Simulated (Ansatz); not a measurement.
`SSC1CO1` and `[ZnH][CH2]C1CO1` differ in one atom or group.

Ansatz, PBE0-D4/def2-TZVP geometries, multiplicity 1. Each molecule was computed in one conformer, which needn't be the lowest.

Scalar relativity is left out up to krypton.

| property | `SSC1CO1` |
| --- | --- |
| size of the dipole moment (B3LYP/def2-TZVPP) / D | 1.33 |
| size of the dipole moment (PBE/def2-TZVPP) / D | 1.29 |
| LUMO energy (ωB97M-V/def2-TZVPP) / eV | 1.30 |
| HOMO–LUMO gap (PBE0/def2-TZVPP) / eV | 6.53 |
| HOMO–LUMO gap (PBE/def2-TZVPP) / eV | 4.31 |
| LUMO energy (PBE0/def2-TZVPP) / eV | -0.77 |

**Question.** Give the same properties after the change, and the shifts. (An estimate is asked.)

**Answer.** The calculation gave: 
```tsv
property	`[ZnH][CH2]C1CO1`	shift
size of the dipole moment (B3LYP/def2-TZVPP) / D	2.23	0.90
size of the dipole moment (PBE/def2-TZVPP) / D	2.11	0.82
LUMO energy (ωB97M-V/def2-TZVPP) / eV	1.07	-0.23
HOMO–LUMO gap (PBE0/def2-TZVPP) / eV	7.02	0.49
HOMO–LUMO gap (PBE/def2-TZVPP) / eV	5.14	0.83
LUMO energy (PBE0/def2-TZVPP) / eV	-0.25	0.52
```

Dipoles are sizes alone; their direction can turn.

B3LYP here is the variant with VWN-RPA as its local correlation; programs differ in this.
